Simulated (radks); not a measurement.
Problem. Radial electron density D(r) = 4 pi r^2 rho(r) of an atom or ion with 19 electrons. Calculated with a radial shooting solver on a logarithmic mesh with Libxc functionals: scalar-relativistic Kohn-Sham, XLYP, spin-polarised, spherical densities, finite nucleus; Fermi nuclear charge, rms radius of each element as measured or else 0.836 A^(1/3) + 0.57 fm.

r (bohr)  D(r) (e/bohr)  spin D(r)
0.009585          4.367    0.00222
0.01098           5.405    0.00274
0.01258           6.635    0.00334
0.0143            7.981    0.00400
0.01638           9.613    0.00478
0.01877           11.44    0.00562
0.02133           13.31    0.00645
0.02444           15.40    0.00732
0.028             17.51    0.00810
0.03208           19.52    0.00869
0.03646           21.18    0.00897
0.04177           22.55    0.00886
0.04786           23.37    0.00823
0.05439           23.54    0.00710
0.06232           23.03    0.00537
0.0714            21.90    0.00328
0.0818            20.36    0.00122
0.09297           18.86  -0.000202
0.1065            17.61  -0.000479
0.122             17.10    0.00118
0.1387            17.53    0.00488
0.1589            18.95     0.0109
0.182             21.03     0.0181
0.2086            23.13     0.0245
0.237             24.42     0.0277
0.2716            24.41     0.0262
0.3111            22.63     0.0192
0.3536            19.49    0.00977
0.4051            15.25    0.00130
0.4642            11.07   0.000475
0.5318            7.904     0.0116
0.6044            6.330     0.0323
0.6925            6.104     0.0584
0.7933            6.793     0.0765
0.9017            7.530     0.0757
1.033             7.743     0.0532
1.184             7.096     0.0196
1.356             5.756   -0.00306
1.541             4.236    0.00564
1.766             2.750     0.0569
2.023             1.647      0.144
2.299             1.005      0.238
2.634            0.6480      0.321
3.018            0.4811      0.362
3.457            0.3809      0.345
3.929            0.2919      0.282
4.502            0.1949      0.193
5.158            0.1107      0.110
5.862           0.05521     0.0552
6.716           0.02184     0.0218
7.694          0.006878    0.00688
8.815          0.001633    0.00163
10.02         0.0003209   0.000321

What is the nuclear charge?

Solution. Z = 20. The innermost maximum, from 1s, lies near gamma/Z bohr with gamma = sqrt(1 - (Z/c)^2) = 0.989, here 0.0495 bohr (found: 0.0527), and its height grows with Z. The density is that of the calcium ion Ca+ in [Ar] 4s1; the configuration itself is not fixed sharply by these data, and Z only to about a unit. D(r) has 3 maxima, at r = 0.0527, 0.255, 1.00 bohr, and minima at 0.123, 0.660 bohr, inside which lie 2.16, 10.35 electrons.
